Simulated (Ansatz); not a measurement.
Molecule: C₇H₁₃, net charge 0, doublet state. It need not be the lowest isomer of its formula. SMILES: C=[C]CCC(C)C
Coordinates optimised at B3LYP-D3(BJ)/def2-TZVP (Ansatz, a quantum-chemistry and plane-wave program):
```xyz
20

C     -2.4565    -0.9512    -0.7154
C     -1.3700     0.1169    -0.5858
C     -1.9194     1.3591     0.1174
C     -0.1421    -0.4626     0.1251
C      1.0726     0.4769     0.1568
C      2.2626    -0.1382     0.7520
C      3.4794    -0.4905     0.4385
H     -2.0879    -1.8304    -1.2478
H     -3.3242    -0.5683    -1.2564
H     -2.7973    -1.2773     0.2712
H     -1.0620     0.4086    -1.5975
H     -2.2034     1.1238     1.1472
H     -1.1923     2.1714     0.1484
H     -2.8080     1.7339    -0.3945
H     -0.4112    -0.7337     1.1509
H      0.1538    -1.3905    -0.3713
H      1.3151     0.7937    -0.8713
H      0.8253     1.3885     0.7080
H      3.8801    -0.3188    -0.5645
H      4.1525    -0.9639     1.1458
```
Charge 0, spin multiplicity 2.

Parts of the frozen-core correlation energy in 6-31G (Ansatz, hartree). Frozen orbitals: 7; correlated occupied orbitals by spin: 21 and 20; virtual: 61 and 62. UHF or UKS for open shells. No spin-orbit coupling. No relativistic terms.

```json
[
 {"term": "reference (HF)", "value": "-272.46430"},
 {"term": "MP2 opposite-spin", "value": "[?]"},
 {"term": "MP2 same-spin", "value": "[?]"},
 {"term": "CCSD correlation", "value": "[?]"},
 {"term": "(T)", "value": "-0.01781"},
 {"term": "T1 diagnostic", "value": "0.023"},
 {"term": "largest doubles amplitude", "value": "0.089"},
 {"term": "<S^2> of the reference", "value": "0.967"}
]
```

Question: Complete the blanks.

Answer: 
- MP2 opposite-spin, value: -0.46879
- MP2 same-spin, value: -0.13200
- CCSD correlation, value: -0.69321
